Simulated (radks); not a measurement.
The mean radii <r> (bohr) of the occupied orbitals of an atom or ion are listed with their occupations. All-electron calculation, Dirac Kohn-Sham, BLYP, spin-unpolarised, spherical densities, point nucleus. Program: a radial shooting solver on a logarithmic mesh with Libxc functionals.

orbital  occ.      <r>
1s1/2       2  0.03516
2s1/2       2   0.1534
2p1/2       2   0.1307
2p3/2       4   0.1353
3s1/2       2   0.4288
3p1/2       2   0.4235
3p3/2       4   0.4340
3d3/2       4   0.4133
3d5/2       6   0.4168
4s1/2       2    1.107
4p1/2       2    1.216
4p3/2       4    1.248
5s1/2       1    3.602
4d3/2       4    1.998
4d5/2       1    2.032

Name the element and its charge. Open shells, if any, fill j = l - 1/2 first.

Answer. Z = 42, molybdenum, charge 0: Mo in [Kr] 4d5 5s1. The 1s radius gives Z: for a bare nucleus <r> = (2 gamma + 1)/(2Z) with gamma = sqrt(1 - (Z/c)^2), 0.03457 bohr for Z = 42, and screening makes it slightly larger (0.03516 here). The occupations add up to 42, and the charge is Z minus that.
